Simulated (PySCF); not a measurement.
Problem. What does the PBE0-D3(BJ)/def2-SVP structure of `I[SiH]1CCC1` look like in three dimensions?

Solution. 
Z-matrix in Å and degrees, rows numbered from 1:
```
I 
Si  1  2.4552
C   2  1.8855  1  119.49
C   3  1.5546  2   85.73  1   137.06
C   4  1.5554  3  101.42  2   -23.24
H   2  1.4928  1  106.78  3  -132.86
H   3  1.1014  2  110.61  1    25.95
H   3  1.0985  2  121.52  1  -103.49
H   4  1.1023  3  114.19  2  -146.49
H   4  1.1020  3  110.11  2    93.29
H   5  1.0985  2  121.21  1   103.90
H   5  1.1011  2  110.91  1   -25.70
```

Si2 (SiH silicon) has angles from 79.3° to 119.6°. The 4-membered ring Si2–C3–C4–C5 has internal angles of 79.3° to 101.4°; it is puckered, 0.15 Å rms from its mean plane, widest ring torsion 23°.

The calculation used PBE0-D3(BJ)/def2-SVP geometry optimisation, gas phase, def2 core potentials past Kr in PySCF.

Point group: Cs (every atom within 0.08 Å of its image). No frequency check. The numbers are those of one conformer (I1–Si2–C3–C4 137°, Si2–C3–C4–C5 -23°, C3–C4–C5–Si2 23°, I1–Si2–C5–C4 -137°).
